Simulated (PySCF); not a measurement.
## TeNBr₃, singlet: data card

Level of theory: B3LYP in PySCF with Te def2-SVP with ECP28, N def2-SVP, Br def2-SVP; scalar-relativistic core potentials, no spin–orbit coupling; density-fitted integrals.

The structure is a saddle point with 1 imaginary mode.

* Point group: C2v
* Bond lengths: Te–Br 2.632 Å, Te–Br 2.652 Å (×2), Te–N 1.855 Å
* Bond angles: Br–Te–Br 82.4° (×2), Br–Te–Br 164.9°, Br–Te–N 97.6° (×2), Br–Te–N 180.0°
* Zero-point energy (real modes): 11.2 kJ/mol
* Atomisation energy without zero-point energy: 472 kJ/mol
* Highest occupied level: -7.49 eV
* Principal quadrupole moments (Buckingham, traceless) about the centre of mass: -3.31, -3.15, 6.46 D Å
* Lowest empty level: -6.24 eV
* Principal polarisabilities: 47.1, 120.3, 185.3 bohr³
* Rotational constants: 0.03611, 0.01546, 0.01082 cm⁻¹
* Dipole moment: 1.55 D

Harmonic modes (masses in u: Te 129.906, N 14.003, Br 78.918):
```
symmetry  ω (cm⁻¹)  IR (km/mol)  μ (u)     type
      b1       57i            –  28.06     bend
      b1        89          4.7  30.55     bend
      a1       106          0.8  77.99     bend
      b2       120          0.5  80.40     bend
      a1       157          0.7  78.53  stretch
      a1       190          8.9  77.91  stretch
      b2       195         33.4  28.13    mixed
      b2       223         50.5  24.84     bend
      a1       797          0.1  15.24  stretch
```

In C2v the vibrations span 2b1 + 4a1 + 3b2. Here b1 is antisymmetric to the molecular plane and b2 lies in it.

Charges (e):
| atom | Mulliken | Löwdin | polar tensor | Mayer order to Te1 |
| --- | --- | --- | --- | --- |
| Te1 | 0.83 | 0.71 | 1.26 | – |
| N2 | -0.29 | -0.33 | -0.10 | 1.94 |
| Br3,5 | -0.21 | -0.15 | -0.45 | 0.69 |
| Br4 | -0.12 | -0.07 | -0.26 | 0.69 |

Mulliken populations on Te1 (electrons outside its core potential): s 3.77, p 8.97, d 10.43.

Outer orbital energies (eV). occupied: -9.53, -8.93, -8.91, -8.54, -8.29, -8.15, -8.06, -7.49; empty: -6.24, -4.72, -2.16, 0.52.

Only a few start shapes were tried, so a lower isomer may exist. At this level a singlet minimum of C3v symmetry lies 119 kJ/mol below this structure. The small gap makes a closed-shell description doubtful.

The final relaxation and frequency run took of the order of 7 core-minutes on a shared host.
